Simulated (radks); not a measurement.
Species: the nitrogen ion N+. Configuration: [He] 2s2 2p2. Method: scalar-relativistic Kohn-Sham, MS2 meta-GGA, spin-unpolarised, spherical densities, finite nucleus; meta-GGA in the generalised Kohn-Sham scheme; Fermi nuclear charge, rms radius 2.5582 fm; computed with a radial shooting solver on a logarithmic mesh with Libxc functionals.

Unscreened Slater integrals over Kohn-Sham orbitals (hartree).

integral      value
F0(2p,2p)   0.71899
F2(2p,2p)   0.32806
F0(2p,2s)   0.72334
G1(2p,2s)   0.44468
F0(2p,1s)    1.0244
G1(2p,1s)   0.10743
F0(2s,2s)   0.73242
F0(2s,1s)    1.0320
G0(2s,1s)  0.075496
F0(1s,1s)    4.1193

Derived for the open shells (J is the average intra-shell exchange parameter used in DFT+U). 2p: J = F2/5 = 0.06561 hartree; in LS coupling 1D lies 6 F2/25 = 0.07874 hartree above 3P.
